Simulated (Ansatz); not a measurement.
Ansatz (an electronic-structure program) input (wB97X-V/def2-TZVP):

Ansatz 0.2 input:
```yaml
crystal:
  periodic: [false, false, false]
  atoms:
    - {symbol: C, position_ang: [1.30797626, -0.11530799, -0.13642293]}
    - {symbol: C, position_ang: [0.12161185, -0.00590488, -0.01561909]}
    - {symbol: O, position_ang: [-1.16888275, 0.18455828, 0.07224284]}
    - {symbol: H, position_ang: [2.35837514, -0.21907017, -0.23917863]}
    - {symbol: H, position_ang: [-1.58484181, -0.53011876, 0.57348801]}
basis:
  gaussian:
    orbitals: def2-TZVP
hamiltonian:
  xc: {name: wB97X-V}
relax: {f_tol: 0.003, max_steps: 100}
```

End of the output:

```
mean field -4151.14733364 eV, -152.5518507626 hartree, gradient 2.4e-5 eV, S^2 0.000000; 0 other end points of the search recorded, 0 dependent functions left out
the calculation of the forces begins
reference -4151.14733231 eV, -152.5518507138 hartree; 11, 11 occupied and 94, 94 virtual orbitals, 599 factors
relax step   6: F+E_penalty+E_count = -4151.14733364 eV  Δ(F+E_penalty+E_count) = -4.928e-6 eV  max|allowed force component| = 7.194e-3 eV/Å  Δτ_max = 0.0005 Å  (37 SCF iters, accepted)
these checks for a lower state are left out or cut short: starts, cluster_reference, orbital_swaps, neighbouring_geometries, increment
integrals: 0.03 GiB planned
599 factors; their error is unknown
integrals: 0.06 GiB planned
156 factors; integrals over basis functions are off by at most 5.2e-6 eV
mean field: 0.34 GiB planned
mean field evaluation 64: about -4151.1473 eV, gradient 2.4e-5 eV
mean field -4151.14733465 eV, -152.5518507997 hartree, gradient 2.4e-5 eV, S^2 0.000000; 0 other end points of the search recorded, 0 dependent functions left out
the calculation of the forces begins
reference -4151.14733332 eV, -152.5518507509 hartree; 11, 11 occupied and 94, 94 virtual orbitals, 599 factors
relax step   7: F+E_penalty+E_count = -4151.14733465 eV  Δ(F+E_penalty+E_count) = -1.010e-6 eV  max|allowed force component| = 8.489e-5 eV/Å  Δτ_max = 0.0004 Å  (37 SCF iters, accepted)
integrals: 0.03 GiB planned
599 factors; their error is unknown
integrals: 0.06 GiB planned
156 factors; integrals over basis functions are off by at most 5.2e-6 eV
mean field: 0.34 GiB planned
mean field -4151.14733465 eV, -152.5518507997 hartree, gradient 2.4e-5 eV, S^2 0.000000; 1 other end points of the search recorded, 0 dependent functions left out
the calculation of the forces begins
reference -4151.14733332 eV, -152.5518507509 hartree; 11, 11 occupied and 94, 94 virtual orbitals, 599 factors
Total energy: -4151.14733332 eV, -152.5518507509 hartree
Atom 0 at     1.304712    -0.116904    -0.134935 Å, force    -0.000066    -0.000011     0.000017 eV/Å
Atom 1 at     0.119497     0.001536    -0.019819 Å, force     0.000083    -0.000043     0.000013 eV/Å
Atom 2 at    -1.175348     0.187112     0.071708 Å, force     0.000041     0.000085    -0.000058 eV/Å
Atom 3 at     2.358862    -0.223154    -0.236767 Å, force    -0.000017     0.000028    -0.000014 eV/Å
Atom 4 at    -1.573484    -0.534434     0.574323 Å, force    -0.000041    -0.000060     0.000043 eV/Å
Dipole moment:    -0.145948    -0.268941     0.186952 e Å
```
